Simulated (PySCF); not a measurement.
trisilylphosphine (H9PSi3), singlet, geometry from GFN2-xTB. Base run: PySCF with PBE0/6-31G, polarisability.

Here is a job for PySCF.
```python
from pyscf import gto, scf, dft
from pyscf.prop import polarizability

mol = gto.M(
    atom='''
Si   -0.729491    1.820910   -0.425070
P     0.195150   -0.176418   -0.736043
Si    1.859553   -0.164536    0.737256
Si   -1.277170   -1.523061    0.243212
H     0.234209    2.811643   -0.897645
H    -1.052618    2.081124    0.981093
H    -1.954174    1.845841   -1.221015
H     2.832435    0.819154    0.268804
H     2.424216   -1.511793    0.744622
H     1.415051    0.188755    2.088930
H    -0.688960   -2.860097    0.245967
H    -2.493549   -1.476221   -0.564187
H    -1.584359   -1.118518    1.618492
''',
    basis='6-31g',
    charge=0,
    spin=0,
    verbose=3,
)

mf = dft.RKS(mol)
mf.xc = 'pbe0'
mf.kernel()
alpha = mf.Polarizability().polarizability()[2, 2]
print('alpha_zz =', alpha)
```

Each row names what was changed in the base input (with any setting that the change needs).

```
change                                         alpha_zz (bohr³)  basis functions  core-seconds (rough)
---------------------------------------------  ----------------  ---------------  --------------------
base                                                      79.12               70                    20
basis = 6-31+G*                                      (withheld)       (withheld)                    40
finite field (a.u.) = 0.05; conv_tol = 1e-11              79.60               70                    30
finite field (a.u.) = 0.02; conv_tol = 1e-11              79.20               70                    20
finite field (a.u.) = 0.001; conv_tol = 1e-6              79.13               70                    20
finite field (a.u.) = 2e-4; conv_tol = 1e-11              79.12               70                    20
basis = cc-pVDZ                                           86.39              117                    40
basis = 6-31G*                                            78.82               90                    30
functional = lda,vwn                                      81.53               70                    10
functional = camb3lyp                                     77.77               70                    70
finite field (a.u.) = 0.001; conv_tol = 1e-11             79.12               70                    20
functional = pbe                                     (withheld)               70                    20
```

Some entries are withheld; supply them.


- basis = 6-31+G*, alpha_zz (bohr³): 89.98
- basis = 6-31+G*, basis functions: 106
- functional = pbe, alpha_zz (bohr³): 80.30

Finite-field rows take the second difference of the energy in a field along z; a small field with loose convergence shows SCF noise divided by the square of the field, and a large one adds hyperpolarisability.
